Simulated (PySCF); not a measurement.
Si(H)(Cl)(OH)(NMe2) (C2H8ClNOSi), SMILES N([SiH](Cl)O)(C)C.

Coordinates come from a B3LYP-D3(BJ)/def2-SVP optimisation. The values are those of a single conformer.

The numbers are results of M06-2X/def2-TZVP (PySCF), not measurements.

Gas-phase values at a fixed geometry.

Computed frontier levels, gap, dipole moment and polarisability:
The highest occupied level is -8.10 eV and the lowest empty level comes out as 1.33 eV. The orbital gap is 9.43 eV, the dipole moment is 2.49 D and the quadrupole, principal values (traceless, Buckingham form, about the centre of nuclear charge) comes out as -4.31, -1.34, 5.65 D·Å. The mean static polarisability is 70.8 bohr³ (10.49 Å³) and the polarisability, principal values is 60.9, 71.2, 80.3 bohr³.
